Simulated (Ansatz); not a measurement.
Isolated molecules relaxed with PBE0-D4/def2-TZVP in Ansatz; ΔE leaves out vibrations. CCSD(T)/CBS adds triple-zeta CCSD(T) − MP2 to the extrapolated MP2 energy (def2 sets, frozen cores). Functionals use def2-TZVPP. B3LYP here is the variant with VWN-RPA as its local correlation; programs differ in this. One conformer a species, not always the lowest.

Reaction (formal exchange of groups at a B–Al bond): `[BH2][AlH][OH]` + `CNCOC` → `BNCOC` + `[CH3][AlH][OH]`

```json
{"level": "B3LYP-D4", "ΔE (eV)": "-2.64"}
{"level": "ωB97M-V", "ΔE (eV)": "-2.68"}
{"level": "r2SCAN", "ΔE (eV)": "-2.70"}
{"level": "PBE0", "ΔE (eV)": "-2.62"}
{"level": "CCSD(T)/def2-TZVPP", "ΔE (eV)": "-2.60"}
{"level": "MP2/def2-QZVPP", "ΔE (eV)": "-2.73"}
{"level": "SCS-MP2/def2-QZVPP", "ΔE (eV)": "-2.65"}
{"level": "HF/CBS(def2)", "ΔE (eV)": "-2.51"}
```

(1) What does CCSD(T)/CBS give? (Best estimate.)

Largest T1 diagnostic among the species: 0.012.

## Answers

(1) The calculation gave: -2.61 eV. The listed levels differ from it by -0.03, -0.07, -0.09, -0.01, 0.01, -0.12, -0.04, 0.10 eV.

In def2-TZVPP, CCSD(T) changes the Hartree–Fock value by −0.09 eV (the triples alone add −0.02 eV) and MP2 by −0.21 eV.
